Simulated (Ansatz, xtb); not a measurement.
# C6H3BrN2: 5 structures ranked

5 gas-phase structures of C6H3BrN2, from a drawn sample of its isomers (lower ones may exist). Each was relaxed with GFN2-xTB:

A. `C#Cc1cnc(Br)cn1`, a singlet
B. `C#Cc1ncc(Br)cn1`, a singlet
C. `N#Cc1ccc(Br)nc1`, a singlet
D. `C#Cc1nccnc1Br`, a singlet
E. `N#Cc1ccc(Br)cn1`, a singlet

Q: Estimate their order in r2SCAN-D4/def2-SVP//GFN2-xTB energy at these geometries, lowest first.

A: Calculated order at r2SCAN-D4/def2-SVP//GFN2-xTB: C (0.0), E (3.2), B (40.3), A (40.5), D (41.4) kcal/mol. Less than 1 kcal/mol parts B and A; A and D, so the order within those pairs means little.

Energies above the lowest of each column, in kcal/mol; the last columns are at r2SCAN-D4/def2-SVP geometries and were run for some of them only (a dash: not run or not comparable):

```json
{"structure": "C", "GFN2-xTB": "0.0", "HF/STO-3G": "0.0", "r2SCAN-D4/def2-SVP//GFN2-xTB": "0.0", "r2SCAN-D4/def2-SVP": "0.0", "CCSD(T)/def2-SVP + ΔMP2/def2-TZVPP": "0.0"}
{"structure": "E", "GFN2-xTB": "3.0", "HF/STO-3G": "1.8", "r2SCAN-D4/def2-SVP//GFN2-xTB": "3.2", "r2SCAN-D4/def2-SVP": "3.2", "CCSD(T)/def2-SVP + ΔMP2/def2-TZVPP": "2.0"}
{"structure": "B", "GFN2-xTB": "19.8", "HF/STO-3G": "50.5", "r2SCAN-D4/def2-SVP//GFN2-xTB": "40.3", "r2SCAN-D4/def2-SVP": "40.2", "CCSD(T)/def2-SVP + ΔMP2/def2-TZVPP": "40.1"}
{"structure": "A", "GFN2-xTB": "22.2", "HF/STO-3G": "51.2", "r2SCAN-D4/def2-SVP//GFN2-xTB": "40.5", "r2SCAN-D4/def2-SVP": "–", "CCSD(T)/def2-SVP + ΔMP2/def2-TZVPP": "–"}
{"structure": "D", "GFN2-xTB": "22.3", "HF/STO-3G": "52.1", "r2SCAN-D4/def2-SVP//GFN2-xTB": "41.4", "r2SCAN-D4/def2-SVP": "–", "CCSD(T)/def2-SVP + ΔMP2/def2-TZVPP": "–"}
```

Every level run on C puts it lowest or level with the lowest. Frequencies (GFN2-xTB) were run for B, C, E alone. ΔMP2 is the change of the MP2 energy from the smaller to the larger basis.

Over these structures GFN2-xTB departs from r2SCAN-D4/def2-SVP//GFN2-xTB by 9.2 kcal/mol on average once a common shift is removed. A GFN2-xTB relaxation took about 0.07 s and the r2SCAN-D4/def2-SVP//GFN2-xTB energy about 2.1 s on a shared host (Ansatz 0.2.0, xtb 6.7.1).
